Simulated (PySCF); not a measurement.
Compound: C₄H₄BClO.
SMILES with atom numbers: `[BH2:1][c:2]1[o:3][cH:4][cH:5][c:6]1[Cl:7]` (hydrogens: H8, H9 on B1; H10 on C4; H11 on C5)

Method: PBE0-D3(BJ)/def2-SVP geometry optimisation, gas phase (PySCF); density fitting, grid level 1; the optimiser is geomeTRIC in internal coordinates, started from a GFN2-xTB structure with every atom displaced at random (about 0.01 Å).

Step 0: E = -19436.7943 eV
```
atom  x, y, z in Å  |  force x, y, z in eV/Å
B1      2.0194   -0.6342   -0.4090   -2.062   1.932   0.438
C2      0.5407   -0.2703   -0.1129    1.486   0.261  -0.321
O3     -0.4194   -1.2432    0.0319    1.940  -0.674  -0.332
C4     -1.5369   -0.6683    0.2765   -3.150  -0.479   0.586
C5     -1.4697    0.6847    0.3085    0.376   0.876   0.061
C6     -0.1093    0.9586    0.0598    0.308  -0.611  -0.126
Cl7     0.6152    2.4924   -0.0226    0.013   0.099   0.007
H8      2.7861    0.2607   -0.5357    0.364   0.320  -0.050
H9      2.3104   -1.7227   -0.4935    0.638  -2.079  -0.185
H10    -2.4158   -1.3174    0.4386    0.423   0.216  -0.112
H11    -2.2471    1.4032    0.5080   -0.336   0.139   0.035
```

Step 1: E = -19436.9066 eV
```
atom  x, y, z in Å  |  force x, y, z in eV/Å
B1      1.9731   -0.6185   -0.4557    0.533  -0.212   0.603
C2      0.5999   -0.2412    0.0404   -0.469  -0.115  -0.446
O3     -0.3520   -1.2303    0.1560   -0.687   0.099  -0.125
C4     -1.5646   -0.6686    0.2658    0.902  -0.227   0.363
C5     -1.4696    0.6978    0.2818   -0.161   0.000  -0.082
C6     -0.0892    0.9643    0.1308    0.056   0.178   0.056
Cl7     0.6003    2.5221    0.0722    0.012  -0.017  -0.040
H8      2.7831    0.2517   -0.6560   -0.030  -0.004  -0.124
H9      2.2773   -1.7950   -0.5453   -0.136   0.288  -0.153
H10    -2.3998   -1.3518    0.3947   -0.082  -0.012  -0.079
H11    -2.2848    1.4130    0.3647    0.062   0.022   0.028
```

Step 2: E = -19436.9577 eV
```
atom  x, y, z in Å  |  force x, y, z in eV/Å
B1      2.0017   -0.6101   -0.3984   -0.087  -0.143  -0.057
C2      0.5767   -0.2697   -0.0099   -0.142   0.149  -0.466
O3     -0.3891   -1.2492    0.0921   -0.095   0.239   0.348
C4     -1.5668   -0.6650    0.2974    0.026  -0.338  -0.155
C5     -1.4780    0.7018    0.2866    0.141  -0.141   0.025
C6     -0.0995    0.9456    0.0888    0.179   0.133   0.176
Cl7     0.6152    2.4915    0.0239    0.009   0.023  -0.035
H8      2.8013    0.2739   -0.5786   -0.027   0.013   0.095
H9      2.3017   -1.7648   -0.5908    0.016   0.045   0.073
H10    -2.4111   -1.3378    0.4377   -0.045   0.026  -0.043
H11    -2.2786    1.4276    0.4007    0.026  -0.007   0.039
```

Question: Estimate the geometry and energy of step 3. (The exact step hangs on the optimiser's Hessian estimate; all steps are aligned on step 2, rigid shifts and turns removed.)

Answer: E = -19436.9675 eV, largest force 0.548 eV/Å
```
atom  x, y, z in Å  |  force x, y, z in eV/Å
B1      1.9961   -0.6170   -0.3947   -0.133   0.042  -0.105
C2      0.5621   -0.2586   -0.0609    0.169  -0.087  -0.139
O3     -0.3945   -1.2427    0.0847    0.236  -0.046  -0.048
C4     -1.5727   -0.6782    0.2983    0.251   0.197  -0.050
C5     -1.4592    0.6877    0.3002   -0.393   0.379   0.044
C6     -0.0924    0.9642    0.0659   -0.126  -0.390   0.174
Cl7     0.6158    2.5131   -0.0105   -0.065  -0.107  -0.022
H8      2.7953    0.2738   -0.5321    0.028  -0.001   0.045
H9      2.3015   -1.7663   -0.5781    0.045  -0.064   0.079
H10    -2.4243   -1.3453    0.4299    0.033   0.045   0.011
H11    -2.2542    1.4128    0.4469   -0.045   0.030   0.011
```

The energy changes by -0.0098 eV. The first-order estimate −F·Δx gives -0.0475 eV and the mean of the old and new forces, exact on a quadratic surface, -0.0106 eV. The step makes an angle of 61° with the force vector and moves no atom by more than 0.054 Å.

The cost below is that of the whole optimisation. On one thread, Arm Neoverse V1 (aarch64), shared host with 32 logical CPUs at a one-minute load of 30, this took 57 s of wall time and 0.51 GiB of memory at its peak.
